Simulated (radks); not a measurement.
Values are calculated unless marked as measured or tabulated.
Numerical settings for the titanium ion Ti+, [Ar] 3d2 4s1. Level of theory: Dirac Kohn-Sham, PBE, spin-unpolarised, spherical densities, finite nucleus; open shells fill j = l - 1/2 first; Fermi nuclear charge, rms radius 3.5921 fm (a radial shooting solver on a logarithmic mesh with Libxc functionals). The defaults (mesh step 0.008 in ln r, mesh end at 40 bohr or more with all orbitals vanishing there, Anderson mixing 0.5 over 9 steps, residual threshold near 1e-9 with the energy settled to 1e-9 hartree or 1e-11 of itself, here a cap of 53 iterations) give E = -853.3033 hartree and 4s1/2 at -10.347 eV in 14 iterations. Run on one thread of a shared host, so times are rough (Arm Neoverse V1): 0.09 s of CPU time, 0.09 s wall, 14 iterations on 2259 mesh points. Changes against that run (0 stands for a change within the tolerance of the run):

\begin{tabular}{lrrrrr}
setting & iterations & converged & E (mhartree) & e(4s1/2) (meV) & CPU (s) \\ \hline
mesh step in ln r 0.12 & 3 & no & diverged & - & 0.01 \\
mesh step in ln r 0.03 & 14 & yes & 0 & 0 & 0.03 \\
mesh step in ln r 0.05 & 14 & yes & +0.0065 & +0.00777 & 0.02 \\
mesh end (bohr) 3 & 13 & level above zero & +1.02e+03 & +2.51e+04 & 0.06 \\
mesh end (bohr) 2 & 13 & level above zero & +6.64e+03 & +1.16e+05 & 0.06 \\
residual threshold 0.01 & 10 & yes & 0 & +0.0774 & 0.08 \\
residual threshold 1e-16 & 53 & no & 0 & 0 & 0.18 \\
mixing 1 & 14 & yes & 0 & 0 & 0.09 \\
linear mixing, mixing 0.8 & 52 & yes & 0 & 0 & 0.24 \\
linear mixing, mixing 0.2 & 53 & no & 0 & -0.00926 & 0.24 \\
mixing history 3 & 17 & yes & 0 & 0 & 0.1 \\
iteration cap 8 & 8 & no & 0 & -0.772 & 0.05 \\
\end{tabular}

Settled on a wrong energy, with an occupied level pushed above zero by the early mesh end: mesh end (bohr) 3 (+1.02 hartree); mesh end (bohr) 2 (+6.64 hartree). Apart from these: no run marked as converged misses the energy by more than 1 mhartree. A mesh that ends early acts as a hard wall.
